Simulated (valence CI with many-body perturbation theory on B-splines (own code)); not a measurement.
Xe V: E2, M1, M2 decay

Level of theory: valence CI with perturbative core correlation (CI+MBPT): four valence electrons over a frozen Dirac-Fock core [Kr] 4d10, radial functions for each j: 11 s, 11 p, 9 d, 7 f, 5 g, 2 h, 1 i, with the one-electron correlation potential Σ1 (screened to all orders), the two-electron term Σ2, the three-electron term Σ3, Breit, model QED; selected single and double excitations, second order for the rest, scaled by the run's own slope (own B-spline code, finite nucleus).

Set against measurement, 45 paired levels are off by 319 cm⁻¹ on average, the worst by 643. These come from a selection out of Saloman, J. Phys. Chem. Ref. Data 33, 765 (2004). Levels without a partner in it may be off by more. 7 measured levels below the end of the list, from 169673 cm⁻¹ on, found no clear computed partner, and computed levels of the same name lie up to 2907 cm⁻¹ from them.

Lines 1 to 13 of 13 in falling wavelength, among levels below 262440 cm⁻¹, chosen from the decays that carry over 1 % of a level's rate. Wavelengths and rates use the calculated energies, so an error of 300 cm⁻¹ moves a line at 699.4 nm by 2.1 % and its rate by three times that or more. Electric multipoles are in the length gauge, E1 and E2 with the static RPA response of the core. Weak lines are less certain than strong ones. Lines between different terms over intervals too small for the method are left out, as are lines whose strength nearly cancels.

Names give the largest LS component (configuration and term), which can be under half, so a name can repeat, a term be missing and a line seem to break the LS rules; names also repeat where a configuration has a term twice.

| λ vac (nm) | λ from measured levels | Upper | Lower | Type | A (s⁻¹) | Branch % |
| --- | --- | --- | --- | --- | --- | --- |
| 2061 | 2068 | 5s²5p² ³P_2 | 5s²5p² ³P_1 | M1 | 1.04e+00 | 91.0 |
| 1095 | 1091 | 5s²5p5d ³F°_4 | 5s²5p5d ³F°_3 | M1 | 1.43e+01 | 55.0 |
| 1077 | 1076 | 5s²5p² ³P_1 | 5s²5p² ³P_0 | M1 | 1.30e+01 | 100.0 |
| 707.5 | 707.9 | 5s²5p² ³P_2 | 5s²5p² ³P_0 | E2 | 1.02e-01 | 9.0 |
| 699.4 | 700.1 | 5s²5p² ¹D_2 | 5s²5p² ³P_2 | M1 | 2.62e+01 | 45.1 |
| 522.2 | 523.0 | 5s²5p² ¹D_2 | 5s²5p² ³P_1 | M1 | 3.13e+01 | 53.9 |
| 329.0 | 329.6 | 5s²5p² ¹S_0 | 5s²5p² ³P_2 | E2 | 1.08e+01 | 4.3 |
| 283.7 | 284.3 | 5s²5p² ¹S_0 | 5s²5p² ³P_1 | M1 | 2.39e+02 | 94.9 |
| 283.7 | 284.9 | 5s²5p5d ³F°_4 | 5s5p³ ³P°_2 | E2 | 1.50e+00 | 5.8 |
| 199.5 | 200.5 | 5s²5p5d ³F°_4 | 5s5p³ ³D°_3 | M1 | 2.58e+00 | 9.9 |
| 185.3 | 186.2 | 5s²5p5d ³F°_4 | 5s5p³ ³D°_2 | E2 | 2.00e+00 | 7.7 |
| 128.2 | 128.8 | 5s²5p5d ³F°_4 | 5s5p³ ⁵S°_2 | E2 | 2.95e+00 | 11.4 |
| 70.71 | 70.73 | 5s²5p5d ³F°_4 | 5s²5p² ¹D_2 | M2 | 2.07e+00 | 7.9 |
